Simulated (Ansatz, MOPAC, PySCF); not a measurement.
System: SiBrCl, net charge 0, singlet state. SMILES: [Si](Cl)Br
Structure (B3LYP-D3(BJ)/def2-TZVP (Ansatz, a quantum-chemistry and plane-wave program) minimum search):
```
Si
Cl 1 2.0913
Br 1 2.2726 2 101.99
```
Charge 0, spin multiplicity 1.

Unscaled harmonic wavenumbers (cm⁻¹) in rising order, each level at the stationary point that it reaches from this structure (no distance between atoms moves by over 0.3 Å); the order of modes can differ between levels, and a negative number is imaginary. B3LYP-D3(BJ)/def2-TZVP (PySCF, at the structure above): 157, 391, 497.

AM1 (MOPAC): 141, 360, 468. Zero-point energy 1.4 against 1.5 kcal/mol; where all levels lie over 400 cm⁻¹, the wavenumbers are on average 0.941 times those of B3LYP-D3(BJ)/def2-TZVP.

HF/3-21G (Ansatz): 145, 361, 438. Zero-point energy 1.3 against 1.5 kcal/mol; where all levels lie over 400 cm⁻¹, the wavenumbers are on average 0.881 times those of B3LYP-D3(BJ)/def2-TZVP.

HF/6-31G* with LANL2DZ past Ar (Ansatz): 174, 394, 539. Zero-point energy 1.6 against 1.5 kcal/mol; where all levels lie over 400 cm⁻¹, the wavenumbers are on average 1.084 times those of B3LYP-D3(BJ)/def2-TZVP.

B3LYP/6-31G* with LANL2DZ past Ar (Ansatz): 151, 369, 499. Zero-point energy 1.5 against 1.5 kcal/mol; where all levels lie over 400 cm⁻¹, the wavenumbers are on average 1.003 times those of B3LYP-D3(BJ)/def2-TZVP.
